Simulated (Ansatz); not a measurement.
Species: H₄GaN, SMILES `[NH2][GaH2]` (charge 0, multiplicity 1).

Give a relaxed geometry from Ansatz (a quantum-chemistry and plane-wave program) with PBE0-D3(BJ)/def2-TZVP.

This is not unique; one that fits is the end point of this relaxation, one of several conformers (outside a Z-matrix the atoms follow the SMILES, hydrogens last).
Z-matrix (Å, degrees):
```
Ga
N 1 1.8133
H 2 1.0057 1 124.04
H 2 1.0057 3 111.92 1 -180.00
H 1 1.5613 2 116.73 3 -179.99
H 1 1.5613 5 126.54 2 -180.00
```
